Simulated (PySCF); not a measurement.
Molecule: SMILES C#CC#CC(F)(F)F, C$_{5}$HF$_{3}$.

Structure with atom numbers: `[CH:1]#[C:2][C:3]#[C:4][C:5]([F:6])([F:7])[F:8]`. Hydrogens are named by the atom that carries them.

Geometry PBE0-D3(BJ)/def2-SVP throughout; GIAO in PySCF 2.14.0 with density-fitted response routines, gas phase, one conformer, non-relativistic; equivalent atoms averaged; basis pcSseg-1.

For orientation, CAM-B3LYP gives these shifts δ (against TMS, CFCl3 at the same level): C5 120.9, C1 80.2, C3 77.8, C2 70.7, C4 65.0, F6/F7/F8 -51.6, H(C1) 2.16 ppm.

A run gave: C5 116.6, C1 66.0, C3 64.8, C2 61.1, C4 55.1, F6/F7/F8 -76.7, H(C1) 2.10 ppm (shifts δ (against TMS, CFCl3 at the same level)).

Question: Which functional was used in that run?
A. BHandHLYP
B. LDA
C. KT3
D. LC-wPBE
E. mPW1PW91

Answer: C. C1 tells them apart best: KT3 gives 66.0, BHandHLYP gives 80.2, LDA gives 82.3, mPW1PW91 gives 78.8, LC-wPBE gives 85.4 ppm.
